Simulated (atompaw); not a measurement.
# tin (Sn): one change to a PAW (atompaw) potential, before and after

atompaw 4.2.0.5 input, output lines left out:

```
Sn 50
GGA-PBE scalarrelativistic loggrid 1500 logderivrange -3 5 201
5 5 4 0 0 0
5 1 2
0 0 0
c
c
c
c
v
c
c
c
v
c
c
2
2.35 1.80 2.00 1.35
y
0.2
n
y
3.4
n
y
0.05
y
2
n
custom rrkj vanderbiltortho sinc
3 -0.5 ultrasoft
2.35
2.35
2.35
2.35
2.35
2.35
```

Change: local potential ultrasoft scheme with l = 3 at -0.5 Ry, radius 1.34 bohr.

Cutoffs: the cutoffs (Ry, on a coarse ladder) from which the occupation-weighted sum of valence levels, in a spherical-Bessel basis at the reference potential, stays within 10 and 1 mRy of its value at 400 Ry; they do not see the model core or the augmentation charge, which bear on the density cutoff.

Task: What does the change do?

Result: Both files are very soft, the changed one slightly harder (loose and tight cutoff 6 and 6 Ry → 6 and 10 Ry on this coarse ladder); the bound ghosts move from d to d, p, s. A state that the projectors do not describe sees the local part alone, so a deeper or shallower local part can create or remove a ghost.

| quantity | base | changed |
| --- | --- | --- |
| cutoff, loose | 6 Ry | 6 Ry |
| cutoff, tight | 6 Ry | 10 Ry |
| bound ghosts | d | s, p, d |
| s: phases at 2.36 bohr within 0.05 rad from the reference energy up to (Ry; the scan ends near 5) | to the end of the scan | 4.2 |
| p: phases at 2.36 bohr within 0.05 rad from the reference energy up to (Ry; the scan ends near 5) | to the end of the scan | to the end of the scan |
| d: phases at 2.36 bohr within 0.05 rad from the reference energy up to (Ry; the scan ends near 5) | to the end of the scan | to the end of the scan |
| lowest overlap eigenvalue by channel | s 0.31, p 0.58, d 0.83 | s 0.03, p 0.44, d 0.82 |

 A true bound ghost makes a file unfit for plane-wave use even where its test errors are small: the radial tests pick states by their node count and pass the ghost by. The cutoffs see the waves, projectors and local potential, not the compensation charge or the core.
